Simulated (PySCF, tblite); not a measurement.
Isomers of CH6NSi4 (doublet state), one GFN2-xTB conformer each. Single-point energies are computed at B3LYP/pcH-1 (PySCF, gas phase, no added dispersion term), electronic only. GFN2-xTB treats the open shell by occupation alone, and not every SCF solution was tested for stability.

```
                       SMILES  GFN2-xTB relative energy (kJ/mol)
  N#C[SiH]1[SiH2][SiH][SiH2]1                               15.3
  N#C[Si]1[SiH2][SiH2][SiH2]1                                0.0
N#C[Si@@H]1[SiH][SiH2][SiH2]1                               13.7
```

Conformers: `[N:1]#[C:2][SiH:3]1[SiH2:4][SiH:5][SiH2:6]1` (doublet state) with C2–Si3–Si4–Si5 106°, Si3–Si4–Si5–Si6 6°, Si4–Si5–Si6–Si3 -6°, C2–Si3–Si6–Si5 -107°.

Q: What does B3LYP/pcH-1 give for the same structures?

A: 
| SMILES | B3LYP/pcH-1 E (Eh) | B3LYP/pcH-1 (kJ/mol) | GFN2-xTB (kJ/mol) | point group |
| --- | --- | --- | --- | --- |
| N#C[Si]1[SiH2][SiH2][SiH2]1 | -1254.43710 | 0.0 | 0.0 | Cs |
| N#C[SiH]1[SiH2][SiH][SiH2]1 | -1254.43417 | 7.7 | 15.3 | Cs |
| N#C[Si@@H]1[SiH][SiH2][SiH2]1 | -1254.43372 | 8.9 | 13.7 | – |

Both levels put the same isomer lowest; measured from each level's own lowest isomer, the values differ by up to 7.6 kJ/mol (N#C[SiH]1[SiH2][SiH][SiH2]1: 15.3 against 7.7). Neighbours under 21 kJ/mol apart (N#C[Si]1[SiH2][SiH2][SiH2]1 and N#C[SiH]1[SiH2][SiH][SiH2]1; N#C[SiH]1[SiH2][SiH][SiH2]1 and N#C[Si@@H]1[SiH][SiH2][SiH2]1) can change places with a better method, another conformer or zero-point energy.

Q: What happens when harmonic zero-point energies from GFN2-xTB frequencies are added?

A: 
```json
{"SMILES": "N#C[Si]1[SiH2][SiH2][SiH2]1", "ZPE (kJ/mol)": "148.9", "electronic (kJ/mol)": "0.0", "with ZPE (kJ/mol)": "0.0"}
{"SMILES": "N#C[SiH]1[SiH2][SiH][SiH2]1", "ZPE (kJ/mol)": "147.0", "electronic (kJ/mol)": "7.7", "with ZPE (kJ/mol)": "5.7"}
{"SMILES": "N#C[Si@@H]1[SiH][SiH2][SiH2]1", "ZPE (kJ/mol)": "147.0", "electronic (kJ/mol)": "8.9", "with ZPE (kJ/mol)": "7.0"}
```

The zero-point energies span 1.9 kJ/mol. The order is unchanged.
